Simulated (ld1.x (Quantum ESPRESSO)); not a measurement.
# Ar, ultrasoft: configuration errors across variants

ld1.x (Quantum ESPRESSO) 7.5 input, shortened:

```
&input
   title='Ar', zed=18., rel=1, dft='PBE', iswitch=3,
   config='[Ne] 3s2 3p4.5'
 /
 &inputp
   pseudotype=3, tm=.true., lloc=-1, rcloc=1.05,
   nlcc=.true., rcore=0.65,
   which_augfun='PSQ', rmatch_augfun_nc=.true.
 /
4
3S  1  0   2.00   0.00  1.20  1.40  0.0
3S  1  0   0.00  -1.40  1.20  1.40  0.0
3P  2  1   4.50   0.00  0.75  0.90  0.0
3P  2  1   0.00   2.20  0.75  0.90  0.0
 &test
   configts(1)='3s2 3p4.5'
 /
```

All-electron excitation energies from the reference (eV): (1) 3s2 3p6 -28.724; (2) 3s2 3p5 -12.666; (3) 3s2 3p4 15.993; (4) 3s2 3p3 58.577; (5) 3s2 3p5.5 -22.177; (6) 3s1 3p6 1.950; (7) 3s2 3p2 116.212.

A true bound ghost makes a file unfit for plane-wave use even where its test errors are small: the radial tests pick states by their node count and pass the ghost by.

Errors AE − PS in meV (a dash: test not solved or not reliable):

```csv
change,(1),(2),(3),(4),(5),(6),(7),bound ghosts
base,-1.4,+0.5,-2.3,-16,-0.2,-14,-49,p
core correction none,+1.9,+1.3,-1.6,-7.4,+1.9,-29,-9.5,p
core correction a·sin(br)/r model core inside 0.46 bohr,-3.9,0.0,-3.0,-25,-1.6,-25,-81,p
core correction a·sin(br)/r model core inside 0.54 bohr,-3.2,+0.2,-2.8,-22,-1.2,-22,-72,p
core correction a·sin(br)/r model core inside 0.66 bohr,-1.3,+0.5,-2.3,-16,-0.1,-13,-46,p
core correction a·sin(br)/r model core inside 0.72 bohr,+0.3,+0.8,-1.9,-9.6,+0.8,-5.9,-23,p
core correction a·sin(br)/r model core inside 0.78 bohr,+2.1,+1.1,-1.4,-3.2,+1.8,+3.7,+3.6,p
core correction a·sin(br)/r model core inside 0.90 bohr,+1.8,+1.0,-1.5,-5.9,+1.6,+13,-6.0,p
core correction a·sin(br)/r model core inside 1.00 bohr,+2.9,+1.2,-1.3,-2.2,+2.1,+23,+7.4,p
core correction a·sin(br)/r model core inside 1.06 bohr,+2.8,+1.2,-1.2,-1.8,+2.1,+21,+11,p
```

(1) Give the same row for: core correction a·sin(br)/r model core inside 0.36 bohr.

Results:

(1) -4.4, -0.1, -3.2, -27, -1.9, -27, -88; bound ghosts: p.
